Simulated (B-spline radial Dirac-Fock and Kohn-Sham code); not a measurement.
## Photoemission from Se at 5530 eV, detector at θ = 54.7°, φ = 180°

System: the Se atom, configuration [Ar] 3d10 4s2 4p4. These are calculated numbers from an atomic code on a B-spline grid; the model is Dirac-Hartree-Slater photoionisation with a Latter tail; cross sections with all multipoles, angular parameters from the dipole term and its interference with E2. Thresholds are tabulated edges, those marked * orbital energies of the model. For linearly polarised light dσ/dΩ = σ/(4π) [1 + β P₂(cos θ) + (δ + γ cos²θ) sin θ cos φ], with θ from the polarisation vector and φ the angle between the beam and the projection of the electron momentum on the plane normal to the polarisation. The dipole factor is 1 + βP₂ and the non-dipole term is the rest of the bracket. Open shells are filled statistically over j.

| subshell | threshold (eV) | σ (kb) | β | γ | δ | dipole factor | non-dipole term | dσ/dΩ (kb/sr) |
| --- | --- | --- | --- | --- | --- | --- | --- | --- |
| 2s | 1652.0 | 8.98 | 2.00 | 0.30 | 0.000 | 1.002 | -0.081 | 0.658 |
| 2p1/2 | 1474.3 | 5.51 | 1.28 | 1.04 | 0.077 | 1.001 | -0.346 | 0.287 |
| 2p3/2 | 1433.9 | 10.1 | 1.30 | 1.07 | 0.076 | 1.001 | -0.353 | 0.522 |
| 3s | 229.6 | 1.44 | 2.00 | 0.50 | 0.000 | 1.002 | -0.136 | 0.0991 |
| 3p1/2 | 166.5 | 0.718 | 1.21 | 1.08 | 0.075 | 1.001 | -0.355 | 0.0369 |
| 3p3/2 | 160.7 | 1.32 | 1.22 | 1.10 | 0.074 | 1.001 | -0.361 | 0.0671 |
| 3d3/2 | 63.97* | 0.102 | 0.62 | 1.07 | 0.278 | 1.001 | -0.518 | 0.00393 |
| 3d5/2 | 63.00* | 0.146 | 0.61 | 1.06 | 0.283 | 1.001 | -0.519 | 0.00560 |
| 4s | 20.37* | 0.154 | 2.00 | 0.53 | 0.000 | 1.002 | -0.143 | 0.0105 |
| 4p1/2 | 9.33* | 0.0328 | 1.20 | 1.08 | 0.075 | 1.001 | -0.356 | 0.00168 |
| 4p3/2 | 8.91* | 0.0591 | 1.21 | 1.11 | 0.074 | 1.001 | -0.362 | 0.00301 |
